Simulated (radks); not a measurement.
Results of a calculation; reference values are marked as such.
Ionisation of the titanium ion Ti2+, [Ar] 3d2, to Ti3+, [Ar] 3d1, under several functionals. Scalar-relativistic Kohn-Sham, spin-unpolarised, spherical densities, finite nucleus; a radial shooting solver on a logarithmic mesh with Libxc functionals.

| functional | E(Ti2+) (hartree) | Exc (hartree) | IE (eV) | -e(HOMO) (eV) | <r> HOMO (bohr) | IE error (eV) |
|---|---|---|---|---|---|---|
| SOGGA | -851.68624 | -40.46217 | 26.789 | 19.519 | 1.429 | -0.702 |
| exchange-only LDA | -849.23366 | -37.94896 | 25.657 | 18.495 | 1.451 | -1.835 |
| AM05 | -851.10950 | -39.87222 | 26.889 | 19.615 | 1.425 | -0.602 |
| exchange-only B88 | -852.16131 | -40.94225 | 25.863 | 18.678 | 1.452 | -1.629 |

NIST Atomic Spectra Database: 27.492 eV (measured). Closest: AM05. The Delta-SCF values span 1.23 eV, the total energies 2.93 hartree. The highest occupied level is 3d. Spin polarisation and multiplet splitting are left out, so open shells lie too high by an amount that depends on their filling.

Beside tabulated values, note that spin-unpolarised runs miss the spin-polarisation part of the exchange energy of open shells.
